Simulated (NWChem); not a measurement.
**A calculation on I₂Zn**

```xyz
3

Zn     0.0000     0.0000     0.0000
I      0.0000     0.0000    -2.4347
I      0.0000     0.0000     2.4347
```
Charge 0, spin multiplicity 1.

All runs are NWChem calculations. The geometry was optimised at PBE/def2-SVP with def2 effective core potentials on I, a minimum by its harmonic frequencies.

Symmetry labels belong to the abelian group D2h used in the runs, with the axes of the coordinates shown; states degenerate in a higher group split over its labels.

Effective core potentials replace the inner electrons of I; spin-orbit coupling is left out. The structure started from a generated list of species.

Task: List the lowest 4 singlet excitations that TDA-CAM-B3LYP/def2-SVP with def2 effective core potentials on I gives, with oscillator strengths.

Result: 
```
state  symmetry  energy (eV)  wavelength (nm)      f
-----  --------  -----------  ---------------  -----
1           b3g         4.76              261  0.000
2           b2g         4.76              261  0.000
3           b3u         5.13              242  0.026
4           b2u         5.13              242  0.026
```
